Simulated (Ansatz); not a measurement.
```yaml
crystal:
  periodic: [false, false, false]
  atoms:
    - {symbol: F, position_ang: [2.029777, -2.472887, 1.806969]}
    - {symbol: Zn, position_ang: [1.318978, -1.200237, 0.969780]}
    - {symbol: O, position_ang: [-0.593421, -1.406971, -0.354206]}
    - {symbol: C, position_ang: [-1.139508, -0.675313, -0.515819]}
    - {symbol: C, position_ang: [-0.731337, 0.879869, -0.721860]}
    - {symbol: C, position_ang: [0.678170, 1.584133, -0.295953]}
    - {symbol: O, position_ang: [1.168193, 0.491052, 0.803700]}
    - {symbol: H, position_ang: [-2.115862, -0.982052, -1.257537]}
    - {symbol: H, position_ang: [-1.120288, 1.214187, -1.136719]}
    - {symbol: H, position_ang: [0.648300, 2.290690, -0.058474]}
basis:
  gaussian: {orbitals: def2-mTZVP}
total_charge: 1
magnetization: {spin_polarized: true, initial_magnetization: 1}
hamiltonian: {xc: {name: r2SCAN0}}
accuracy: high
relax: {f_tol: 0.0001, max_steps: 3}
output: {forces: true}
```

```sh
$ ansatz run in.yaml --threads 4 --pin off --events-out ev --progress --plain --max-ram 11315MiB
```

Task: How does Ansatz answer? (Estimate.)

Result: The calculation gave: The calculation stopped without meeting its thresholds.
```
Functional definition: r2SCAN0
3564 factors; integrals over basis functions are off by at most 2.9e-9 eV
mean field evaluation 1: about -58324.0913 eV, gradient 9.6e1 eV
mean field evaluation 2: about -58264.6305 eV, gradient 1.8e2 eV
mean field evaluation 4: about -58349.9659 eV, gradient 2.8e1 eV
mean field evaluation 8: about -58353.8107 eV, gradient 1.3e0 eV
mean field evaluation 16: about -58354.1662 eV, gradient 2.3e-1 eV
mean field evaluation 32: about -58354.1696 eV, gradient 1.2e-3 eV
mean field -58354.16957697 eV, -2144.4761780768 hartree, gradient 9.3e-8 eV, S^2 0.950015; 6 other end points of the search recorded, 0 dependent functions left out
reference -58354.16957925 eV, -2144.4761781607 hartree; 38, 37 occupied and 128, 129 virtual orbitals, 3564 factors
relax step   1: F+E_penalty+E_count = -58354.16957697 eV  Δ(F+E_penalty+E_count) = +0.000e0 eV  max|allowed force component| = 4.743e1 eV/Å  Δτ_max = 0.0000 Å  (143 SCF iters, accepted)
3575 factors; integrals over basis functions are off by at most 4.0e-9 eV
mean field -58374.76659475 eV, -2145.2331045190 hartree, gradient 2.4e-8 eV, S^2 0.863486; 0 other end points of the search recorded, 0 dependent functions left out
reference -58374.76659698 eV, -2145.2331046012 hartree; 38, 37 occupied and 128, 129 virtual orbitals, 3575 factors
relax step   2: F+E_penalty+E_count = -58374.76659475 eV  Δ(F+E_penalty+E_count) = -2.060e1 eV  max|allowed force component| = 1.127e1 eV/Å  Δτ_max = 0.1946 Å  (88 SCF iters, accepted)
3594 factors; integrals over basis functions are off by at most 4.6e-9 eV
mean field evaluation 96: about -58377.2597 eV, gradient 1.6e-4 eV
mean field -58377.25972168 eV, -2145.3247252437 hartree, gradient 1.6e-8 eV, S^2 0.818714; 0 other end points of the search recorded, 0 dependent functions left out
reference -58377.25972386 eV, -2145.3247253239 hartree; 38, 37 occupied and 128, 129 virtual orbitals, 3594 factors
relax step   3: F+E_penalty+E_count = -58377.25972168 eV  Δ(F+E_penalty+E_count) = -2.493e0 eV  max|allowed force component| = 5.633e0 eV/Å  Δτ_max = 0.1949 Å  (79 SCF iters, accepted)
Error: geometry relaxation did not converge after 3 steps: max|allowed force component| = 5.63e0 eV/Å (threshold 1.0e-4). Raise `relax.max_steps` over both its present limit and 3, loosen `relax.f_tol`, or start from a geometry closer to equilibrium. Where this run's directory can be resumed (`checkpoint.write`), a resume goes on for up to `relax.max_steps` more
```
